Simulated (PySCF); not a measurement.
# Reading the logs of faulty runs: BClGeH5Si

These are calculations, not measurements. They come from PySCF 2.14.0, an open-source quantum chemistry program, on an isolated molecule that a program drew, which may never have been made. The molecule is BClGeH5Si (charge 0, doublet), drawn as the SMILES string `[SiH3][B][GeH2][Cl]`.

Each row is a Hartree-Fock (HF) and frozen-core CCSD(T) single point in the cc-pV(D+d)Z basis, meant for a local HF minimum. Run 1 is clean. Each other run has one planted mistake out of seven kinds, and not every kind appears here: one electron removed, one electron added, multiplicity raised by two, geometry at a saddle point, minimal basis STO-3G, one bond length entered in bohr, all coordinates scaled. The reference is restricted for singlets and unrestricted otherwise, and also for a bond in bohr. Adding or removing an electron swaps singlet and doublet. Electrons count all cores. HOMO and LUMO are orbital energies over both spins, the gradient is its largest component, and the lowest frequency (negative if imaginary) is given only where the gradient is small. Bond lengths are over the 8 bonds as drawn. T1 is the CCSD diagnostic: over 0.02 (restricted) or 0.045 (unrestricted) a single reference is doubtful. Germanium has the cc-pVDZ-PP basis, with a core potential (ECP10MDF) in place of its 10 inner electrons, and its 3s, 3p and 3d shells are frozen in CCSD(T).

Geometry of the clean run:
```xyz
9
BClGeH5Si, angstrom
Si    1.0910   -1.0827    2.6728
B     1.7387    0.3302    1.3858
Ge    1.8553    0.9425   -0.5706
Cl    0.8087   -0.4385   -1.9227
H     2.1837   -2.0857    2.7388
H    -0.1563   -1.7437    2.2230
H     0.8680   -0.5174    4.0233
H     3.2961    0.9721   -1.0709
H     1.1780    2.2939   -0.7782
```

```
run,electrons,basis functions,<S^2>,HOMO (eV),LUMO (eV),gradient (hartree/bohr),lowest frequency (cm^-1),mean bond (Å),longest bond (Å),T1,HF (hartree),CCSD(T) (hartree),mistake
1,73,108,0.760,-9.19,0.29,2.1e-05,36,1.7209,2.198,0.0140,-1069.37407,-1069.83976,no fault
2,74,108,0.000,-1.11,6.27,5.8e-02,-,1.7209,2.198,0.0144,-1069.36459,-1069.86644,one electron added
3,73,108,0.759,-9.08,0.47,7.1e-02,-,1.5575,1.989,0.0136,-1069.28376,-1069.74799,all coordinates scaled
4,73,108,1.651,-9.16,-0.22,6.9e-03,-,1.8906,2.883,0.0345,-1069.27457,-1069.72834,?
5,73,108,3.760,-8.53,-2.47,2.9e-02,-,1.7209,2.198,0.0278,-1069.26879,-1069.73559,?
```

**Which mistake was planted in run 4, and what did it cost?**

The mean bond changes by a factor of 1.099 and the longest by 1.312, so the molecule wasn't scaled as a whole. A length L in bohr read as angstrom grows by (1/0.5292 - 1) L = 0.890 L. The 8 bonds together grew by 8 x 0.1697 = 1.358 Å, which gives L = 1.526 Å. That is the length of one of the Ge-H bonds, 1.525 Å in the clean geometry. So the mistake is: one bond length entered in bohr. Subtracting run 1 and multiplying by 627.51 kcal/mol a hartree, the energy moved by 62.4 kcal/mol in HF and 69.9 kcal/mol in CCSD(T).

**Which mistake was planted in run 5, and what did it cost?**

Electrons, basis and geometry are unchanged, and <S^2> is 3.760, beside S(S+1) = 3.75 for a multiplicity of 4. So the mistake is: multiplicity raised by two. Subtracting run 1 and multiplying by 627.51 kcal/mol a hartree, the energy moved by 66.1 kcal/mol in HF and 65.4 kcal/mol in CCSD(T).

